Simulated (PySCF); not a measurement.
Sn(Br)(OH)2(NH2) (BrH4NO2Sn), SMILES [OH][Sn]([OH])([Br])[NH2].

Geometry: PBE-D3(BJ)/def2-SVP. The structure was generated by enumeration; whether it is a known compound was not checked. The def2 effective core potentials stand for the cores of Sn; spin–orbit coupling is left out. The values are those of a single conformer.

Calculation: TDA-PBE/def2-SVPD run with PySCF.

Vertical excitations. Isolated molecule, no solvent.

Task: List the lowest excited states. (Estimate from the structure and the level; the computed values follow.)

Result: 
```
state  energy (eV)  λ (nm)      f                                              main pairs
-----  -----------  ------  -----  ------------------------------------------------------
S1            4.08     304  0.026                                          HOMO→LUMO 83 %
S2            4.34     286  0.022                      HOMO−2→LUMO 47 %, HOMO−1→LUMO 47 %
S3            4.37     283  0.018    HOMO−2→LUMO 41 %, HOMO−1→LUMO 32 %, HOMO−3→LUMO 14 %
S4            4.54     273  0.016                      HOMO−3→LUMO 61 %, HOMO−4→LUMO 33 %
S5            4.62     269  0.056                      HOMO−4→LUMO 58 %, HOMO−3→LUMO 22 %
S6            5.93     209  0.074                                        HOMO−5→LUMO 81 %
S7            5.94     209  0.094                                        HOMO−6→LUMO 80 %
S8            6.31     197  0.036                                        HOMO→LUMO+1 83 %
S9            6.46     192  0.006                      HOMO→LUMO+2 70 %, HOMO−7→LUMO 12 %
S10           6.65     187  0.005  HOMO→LUMO+3 65 %, HOMO−1→LUMO+1 17 %, HOMO−7→LUMO 13 %
T1            3.52     352      0                                          HOMO→LUMO 99 %
T2            3.93     316      0                                        HOMO−1→LUMO 96 %
T3            3.98     312      0                                        HOMO−2→LUMO 96 %
T4            4.19     296      0                                        HOMO−3→LUMO 98 %
```
Triplets are in the Tamm–Dancoff approximation.
